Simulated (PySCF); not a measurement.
Job for PySCF: R-B3LYP/LANL2DZ on BiH3 (SMILES [BiH3]), a point of a bond scan (R = 2.156 Å).

```python
from pyscf import gto, scf, dft, mp
from pyscf.data.elements import chemcore

mol = gto.M(
    atom='''
    Bi    0.00064571   -0.00113707    0.03585399
    H    -1.76451038   -0.25579566   -1.17545066
    H     0.91972929   -1.10344750   -1.04483824
    H     0.49699466    1.41117705   -0.95747634
    ''',
    basis='lanl2dz',
    ecp={'Bi': 'lanl2dz'},
    charge=0, spin=0, verbose=3, max_memory=1800)
mf = dft.RKS(mol, xc='b3lyp')
mf.conv_tol = 1e-8
mf.max_cycle = 100
mf.kernel()
if not mf.converged:
    mf = mf.newton().run(mf.mo_coeff, mf.mo_occ)
```

Output:

```
converged SCF energy = -7.19021857945962
```

The calculation finished and met its thresholds.

Cost: very roughly 1.1 core-seconds.
